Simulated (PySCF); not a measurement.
PySCF input file for BiCl3, SMILES [Bi]([Cl])([Cl])[Cl], TDA-ωB97X/def2-SVPD. The structure is a stationary point at PBE0-D3(BJ)/def2-SVP. The isomer is the one that the SMILES or the coordinates give; other isomers of the formula were not compared. The def2 effective core potentials stand for the cores of Bi; spin–orbit coupling is left out.

```python
import numpy as np
from pyscf import gto, scf, dft, tdscf

mol = gto.M(
    atom='''
    Bi   -0.00000000   -0.00000000    0.44923620
    Cl    1.86619118   -1.07744598   -0.73110989
    Cl   -1.86619117   -1.07744597   -0.73110990
    Cl    0.00000000    2.15489196   -0.73110989
    ''',
    basis='def2-SVPD',
    ecp={'Bi': 'def2-svp'},
    charge=0,
    spin=0,
    symmetry=True,
    max_memory=2000,
    verbose=4,
)
mf = dft.RKS(mol, xc='wb97x').density_fit(auxbasis='def2-universal-jkfit')
mf.grids.level = 3
mf.conv_tol = 1e-9
mf.max_cycle = 100
mf.kernel()
mf.grids = dft.Grids(mol).set(level=1).build(with_non0tab=True)  # coarser grid for the response kernel
td = tdscf.TDA(mf)
td.singlet = True
td.nstates = 10
td.conv_tol = 1e-4
td.kernel(x0=td.get_init_guess(mf, 15))
td.analyze()
tt = tdscf.TDA(mf)
tt.singlet = False
tt.nstates = 4
tt.conv_tol = 1e-4
tt.kernel(x0=tt.get_init_guess(mf, 9))
tt.analyze(verbose=3)
```

Output:

```
PySCF version 2.14.0

[INPUT] verbose = 4
[INPUT] num. atoms = 4
[INPUT] num. electrons = 74
[INPUT] charge = 0
[INPUT] spin (= nelec alpha-beta = 2S) = 0
[INPUT] symmetry True subgroup None
[INPUT] Mole.unit = angstrom
[INPUT] Symbol           X                Y                Z      unit          X                Y                Z       unit  Magmom
[INPUT]  1 Bi     0.000000000000   0.000000000000   0.449236200000 AA    0.000000000000   0.000000000000   0.848933383240 Bohr   0.0
[INPUT]  2 Cl     1.866191180000  -1.077445980000  -0.731109890000 AA    3.526590226279  -2.036077816214  -1.381597459061 Bohr   0.0
[INPUT]  3 Cl    -1.866191170000  -1.077445970000  -0.731109900000 AA   -3.526590207382  -2.036077797316  -1.381597477958 Bohr   0.0
[INPUT]  4 Cl     0.000000000000   2.154891960000  -0.731109890000 AA    0.000000000000   4.072155632427  -1.381597459061 Bohr   0.0

nuclear repulsion = 375.560066087856
point group symmetry = C3v, use subgroup Cs
symmetry origin: [2.39741372e-09 2.39741372e-09 5.64097333e-10]
symmetry axis x: [8.66025404e-01 4.99999999e-01 2.64181481e-09]
symmetry axis y: [-2.59361141e-09 -7.91362875e-10  1.00000000e+00]
symmetry axis z: [ 4.99999999e-01 -8.66025404e-01  6.11465350e-10]
num. orbitals of irrep A' = 68
num. orbitals of irrep A" = 45
number of shells = 45
number of NR pGTOs = 202
number of NR cGTOs = 113
basis = def2-SVPD
ecp = {'Bi': 'def2-svp'}


[settings echo left out]
init E= -1567.98859452527
HOMO (A") = -0.742956564176912  LUMO (A') = -0.601392544371422  gap/eV = 3.85215
cycle= 1 E= -1594.11263563625  delta_E= -26.1  |g|= 1.77  |ddm|= 13.1
HOMO (A') = -0.197364724082533  LUMO (A') = 0.0830862691996986  gap/eV = 7.63146
cycle= 2 E= -1594.51435719494  delta_E= -0.402  |g|= 1.39  |ddm|= 5.81
HOMO (A') = -0.376409635059222  LUMO (A') = -0.0212030510530726  gap/eV = 9.66566
cycle= 3 E= -1594.97824612034  delta_E= -0.464  |g|= 0.0951  |ddm|=  1.9
HOMO (A') = -0.408881572264596  LUMO (A') = -0.0333829680421931  gap/eV = 10.21784
cycle= 4 E= -1594.98059060837  delta_E= -0.00234  |g|= 0.0381  |ddm|= 0.21
HOMO (A') = -0.407016113430441  LUMO (A') = -0.032845700172172  gap/eV = 10.18170
cycle= 5 E= -1594.98101663229  delta_E= -0.000426  |g|= 0.00574  |ddm|= 0.0582
HOMO (A') = -0.407756842485863  LUMO (A') = -0.0328373033149536  gap/eV = 10.20208
cycle= 6 E= -1594.98104087624  delta_E= -2.42e-05  |g|= 0.00183  |ddm|= 0.0201
HOMO (A') = -0.40763934968607  LUMO (A') = -0.0327221363057819  gap/eV = 10.20202
cycle= 7 E= -1594.98104223819  delta_E= -1.36e-06  |g|= 0.000412  |ddm|= 0.00378
HOMO (A') = -0.407715071905424  LUMO (A') = -0.0327976824006202  gap/eV = 10.20202
cycle= 8 E= -1594.98104234791  delta_E= -1.1e-07  |g|= 7.89e-05  |ddm|= 0.00122
HOMO (A') = -0.407722594822322  LUMO (A') = -0.0327965383434233  gap/eV = 10.20226
cycle= 9 E= -1594.98104235351  delta_E= -5.61e-09  |g|= 2.39e-05  |ddm|= 0.000279
HOMO (A') = -0.407722009025206  LUMO (A') = -0.032794118533492  gap/eV = 10.20231
cycle= 10 E= -1594.98104235395  delta_E= -4.35e-10  |g|= 7.23e-06  |ddm|= 6.23e-05
HOMO (A') = -0.407722800390299  LUMO (A') = -0.0327944018281309  gap/eV = 10.20232
Extra cycle  E= -1594.98104235401  delta_E= -5.93e-11  |g|= 3.24e-06  |ddm|= 2.37e-05
converged SCF energy = -1594.98104235401
tot grids = 27704


******** <class 'pyscf.tdscf.rks.TDA'> for <class 'pyscf.df.df_jk.DFSymAdaptedRKS'> ********
nstates = 10 singlet
deg_eia_thresh = 1.000e-03
wfnsym = None
conv_tol = 0.0001
eigh lindep = 1e-12
eigh level_shift = 0
eigh max_cycle = 100


Excitation energies (eV)
[5.41234418 5.63733911 5.63736881 5.64731045 5.93740566 5.9375183
 6.13173802 6.18636019 6.18640187 6.36078574]

** Singlet excitation energies and oscillator strengths **
Excited State   1:  ???      5.41234 eV    229.08 nm  f=0.0628
      37 -> 38        0.68687
Excited State   2:  ???      5.63734 eV    219.93 nm  f=0.0029
      34 -> 38        0.47093
      37 -> 40        0.47177
Excited State   3:  ???      5.63737 eV    219.93 nm  f=0.0029
      35 -> 38       -0.47099
      37 -> 39       -0.47165
Excited State   4:  ???      5.64731 eV    219.55 nm  f=0.0000
      32 -> 40        0.12607
      33 -> 39       -0.12467
      34 -> 39       -0.10434
      35 -> 40        0.10274
      36 -> 38        0.65530
Excited State   5:  ???      5.93741 eV    208.82 nm  f=0.0042
      33 -> 38       -0.45206
      34 -> 40        0.22644
      35 -> 39       -0.22651
      36 -> 39        0.38941
Excited State   6:  ???      5.93752 eV    208.81 nm  f=0.0042
      32 -> 38       -0.45202
      34 -> 39       -0.22657
      35 -> 40       -0.22669
      36 -> 40       -0.38924
Excited State   7:  ???      6.13174 eV    202.20 nm  f=0.0001
      31 -> 38       -0.16719
      34 -> 40        0.46774
      35 -> 39        0.46768
Excited State   8:  ???      6.18636 eV    200.42 nm  f=0.0709
      32 -> 39        0.18469
      33 -> 40       -0.18485
      34 -> 38        0.40487
      36 -> 39        0.26865
      37 -> 40       -0.41232
Excited State   9:  ???      6.18640 eV    200.41 nm  f=0.0710
      32 -> 40        0.18470
      33 -> 39        0.18479
      35 -> 38        0.40475
      36 -> 40       -0.26871
      37 -> 39       -0.41244
Excited State  10:  ???      6.36079 eV    194.92 nm  f=0.0000
      34 -> 39        0.47683
      35 -> 40       -0.47710
      36 -> 38        0.17243

** Transition electric dipole moments (AU) **
state          X           Y           Z        Dip. S.      Osc.
  1        -0.0001     -0.0001      0.6882      0.4736      0.0628
  2         0.1252      0.0721     -0.0000      0.0209      0.0029
  3         0.0722     -0.1248     -0.0001      0.0208      0.0029
  4        -0.0007      0.0011      0.0000      0.0000      0.0000
  5         0.1466      0.0847      0.0000      0.0287      0.0042
  6        -0.0846      0.1467      0.0000      0.0287      0.0042
  7         0.0008      0.0005      0.0235      0.0006      0.0001
  8        -0.5925     -0.3421      0.0000      0.4680      0.0709
  9         0.3421     -0.5926     -0.0000      0.4682      0.0710
 10        -0.0000     -0.0000      0.0000      0.0000      0.0000

WARN: ECP detected. Skipping calculation of transition velocity and magnetic dipole moments, which have not yet been implemented.



******** <class 'pyscf.tdscf.rks.TDA'> for <class 'pyscf.df.df_jk.DFSymAdaptedRKS'> ********
nstates = 4 triplet
deg_eia_thresh = 1.000e-03
wfnsym = None
conv_tol = 0.0001
eigh lindep = 1e-12
eigh level_shift = 0
eigh max_cycle = 100


Excitation energies (eV)
[4.71218954 5.01551757 5.01564363 5.24997068]

** Triplet excitation energies and oscillator strengths **
Excited State   1:  ???      4.71219 eV    263.11 nm  f=0.0000
Excited State   2:  ???      5.01552 eV    247.20 nm  f=0.0000
Excited State   3:  ???      5.01564 eV    247.19 nm  f=0.0000
Excited State   4:  ???      5.24997 eV    236.16 nm  f=0.0000
```

Self-consistency was reached.
